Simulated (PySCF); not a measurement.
Isomers of C3H5Cl. Isolated molecules, 0 K electronic values unless said otherwise. Strings in code marks are SMILES.

Quantity: electronic energy of isomers of C3H5Cl relative to `C=C(C)Cl`, in kcal/mol.

A: `ClC1CC1`
B: `C/C=C\Cl`
C: `C/C=C/Cl`

**Question.** Order them by electronic energy of isomers of C3H5Cl relative to `C=C(C)Cl` (lowest first) at the level PBE0-D3(BJ)/def2-TZVP (PySCF).

**Answer.** B (1.16 kcal/mol), C (1.85 kcal/mol), A (7.63 kcal/mol)
